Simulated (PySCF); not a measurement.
Nb(O)2(OH) (HNbO3), SMILES [O]=[Nb](=[O])[OH], multiplicity 1. The structure is a stationary point at PBE0-D3(BJ)/def2-SVP. The multiplicity is an assumed one; other spin states were not compared. The def2 effective core potentials stand for the cores of Nb; spin–orbit coupling is left out. Other conformers were not sampled.

All values below come from PBE0-D3(BJ)/def2-SVP in PySCF.

Harmonic wavenumbers (cm⁻¹): 158, 197, 242, 345, 498, 731, 988, 1029, 3960. Rotational constants (GHz): 7.155, 5.418, 3.475; symmetry number 1.

Q: Work out the zero-point energy and the ideal-gas rigid-rotor harmonic-oscillator thermochemistry at 298.15 K and 1 atm.

A: ZPE = ½ Σ hcν = ½ × 8147 cm⁻¹ = 48.73 kJ/mol. H − E(el) = 65.10 kJ/mol. Entropy in J/(mol K): translation 170.55, rotation 105.78, vibration 36.97, total 313.29. G − E(el) = -28.30 kJ/mol. Cp = 74.53 J/(mol K).
